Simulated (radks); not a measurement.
Results of a calculation; reference values are marked as such.
Question: The mean radii <r> (bohr) of the occupied orbitals of an atom or ion are listed with their occupations. Code: a radial shooting solver on a logarithmic mesh with Libxc functionals. Model: scalar-relativistic Kohn-Sham, BLYP, spin-unpolarised, spherical densities, finite nucleus; Fermi nuclear charge, rms radius of each element as measured or else 0.836 A^(1/3) + 0.57 fm.

orbital  occ.      <r>
1s          2  0.02363
2s          2   0.1010
2p          6  0.08879
3s          2   0.2664
3p          6   0.2645
3d         10   0.2417
4s          2   0.6074
4p          6   0.6433
4d         10   0.7074
5s          2    1.470
5p          6    1.717
4f          4    1.089

Name the element and its charge.

Answer: Z = 60, neodymium, charge +2: Nd2+ in [Xe] 4f4. The 1s radius gives Z: for a bare nucleus <r> = (2 gamma + 1)/(2Z) with gamma = sqrt(1 - (Z/c)^2), 0.02332 bohr for Z = 60, and screening makes it slightly larger (0.02363 here). The occupations add up to 58, and the charge is Z minus that.
